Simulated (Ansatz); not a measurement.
Dimer: HF (SMILES F) (first 2 atoms) with C2H3F (SMILES C=CF); geometry from B3LYP-D3(BJ)/def2-TZVP.
(charge 0, multiplicity 1):
```xyz
8

F     -0.0997    -0.0549    -0.3070
H      0.0198     0.4426     0.4722
C     -0.2496    -1.1900     2.8743
C      0.0143     0.0645     3.1631
F      0.1764     1.0068     2.1854
H     -0.3506    -1.5352     1.8546
H     -0.3689    -1.8969     3.6820
H      0.1338     0.5071     4.1410
```

Basis-set superposition error: the interaction energy with monomers in their own basis, and in the dimer's basis (counterpoise).

Run with Ansatz (Gaussian orbitals). Values without a source in brackets are computed.

```
level                  uncorrected (kJ/mol)  counterpoise (kJ/mol)  difference
---------------------  --------------------  ---------------------  ----------
HF/aug-cc-pVDZ                        -16.4                  -14.6         1.8
revPBE/def2-TZVPPD                     -9.5                   -9.3         0.3
B97M-V/def2-TZVPPD                    -21.2                  -21.0         0.2
B3LYP/def2-TZVPPD                     -17.2                  -17.0         0.2
PBE0/def2-TZVPPD                      -18.8                  -18.5         0.2
CAM-B3LYP/def2-TZVPPD                 -21.6                  -21.3         0.3
wB97X-V/def2-TZVPPD                   -20.8                  -20.6         0.2
SCS-MP2/aug-cc-pVQZ                   -19.4                  -17.8         1.6
CCSD/aug-cc-pVDZ                      -21.4                  -17.0         4.5
CCSD(T)/aug-cc-pVDZ                   -22.6                  -17.6         5.0
```

The error is largest for CCSD(T)/aug-cc-pVDZ (5.0 kJ/mol) and smallest for B97M-V/def2-TZVPPD (0.2 kJ/mol).

Ansatz is a program for electronic structure.
